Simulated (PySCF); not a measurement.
PySCF 2.14 output of an unrestricted r2SCAN calculation on a single atom or ion in cc-pV(D+d)Z (4s3p2d, 23 functions), with the non-relativistic Hamiltonian (point nucleus):

```
SCF conv_tol = 1e-09
number electrons alpha = 8  beta = 6
    J. W. Furness, A. D. Kaplan, J. Ning, J. P. Perdew, and J. Sun.,  J. Phys. Chem. Lett. 11, 8208-8215 (2020)
    J. W. Furness, A. D. Kaplan, J. Ning, J. P. Perdew, and J. Sun.,  J. Phys. Chem. Lett. 11, 9248-9248 (2020)
    J. W. Furness, A. D. Kaplan, J. Ning, J. P. Perdew, and J. Sun.,  J. Phys. Chem. Lett. 11, 8208-8215 (2020)
    J. W. Furness, A. D. Kaplan, J. Ning, J. P. Perdew, and J. Sun.,  J. Phys. Chem. Lett. 11, 9248-9248 (2020)
cycle= 1 E= -289.338669085101  delta_E= -0.00352  |g|= 0.0103  |ddm|= 0.193
cycle= 2 E= -289.338811292373  delta_E= -0.000142  |g|= 0.00222  |ddm|= 0.0264
cycle= 3 E= -289.338819804771  delta_E= -8.51e-06  |g|= 0.000286  |ddm|= 0.00833
cycle= 4 E= -289.338819937459  delta_E= -1.33e-07  |g|= 1.58e-05  |ddm|= 0.00164
cycle= 5 E= -289.33881993789  delta_E= -4.31e-10  |g|= 4.99e-06  |ddm|= 0.000219
converged SCF energy = -289.33881993789  <S^2> = 2.0079081  2S+1 = 3.0052674
```

The run itself started from symmetry-adapted Hartree-Fock orbitals and held the occupation by maximum overlap, on a logarithmic radial grid, so the iterations belong to that start.

Q: Which element, charge and spin multiplicity is this?

A: Si (silicon, neutral), multiplicity 3; the state was [Ne] 3s2 3p2, high-spin 3P determinant.
